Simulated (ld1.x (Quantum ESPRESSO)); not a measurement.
## u(r) = r·R(r): atom against pseudo-atom (copper)

Columns: radius, all-electron u(r) and pseudo u(r) of the 3p shell (level -72.11 eV) of copper in the configuration [Ne] 3s2 3p6 3d10 4s1 4p0; revPBE, scalar-relativistic, TM scheme, ld1.x (Quantum ESPRESSO) 7.5.

| r (bohr) | all-electron | pseudo |
| --- | --- | --- |
| 0.060 | 0.4105 | -0.0277 |
| 0.120 | 0.6541 | -0.1087 |
| 0.180 | 0.5015 | -0.2370 |
| 0.240 | 0.1376 | -0.4024 |
| 0.300 | -0.2710 | -0.5910 |
| 0.360 | -0.6317 | -0.7852 |
| 0.420 | -0.9082 | -0.9643 |
| 0.480 | -1.0946 | -1.1083 |
| 0.540 | -1.2008 | -1.2024 |
| 0.600 | -1.2424 | -1.2424 |
| 0.660 | -1.2358 | -1.2358 |
| 0.720 | -1.1955 | -1.1955 |
| 0.780 | -1.1331 | -1.1331 |
| 0.840 | -1.0577 | -1.0577 |
| 0.900 | -0.9757 | -0.9757 |
| 0.960 | -0.8919 | -0.8919 |
| 1.020 | -0.8093 | -0.8093 |
| 1.080 | -0.7301 | -0.7301 |
| 1.140 | -0.6555 | -0.6555 |
| 1.200 | -0.5863 | -0.5863 |
| 1.260 | -0.5227 | -0.5227 |
| 1.320 | -0.4647 | -0.4647 |
| 1.380 | -0.4122 | -0.4122 |
| 1.440 | -0.3650 | -0.3650 |
| 1.500 | -0.3226 | -0.3226 |
| 1.560 | -0.2847 | -0.2847 |

Q: How many radial nodes do the two functions have?

A: The all-electron 3p function has n − l − 1 = 1; the pseudo-wave has 0, since the states of the same l below it are removed with the core.

Q: At about which radius was the pseudo-wave matched?

A: 0.65 bohr, where the columns begin to agree (steps of 0.06 bohr).

Q: Is the pseudo-wave norm-conserving?

A: Yes: the TM scheme keeps the norm inside the radius equal to the all-electron one, which fixes the energy derivative of the logarithmic derivative at the level.
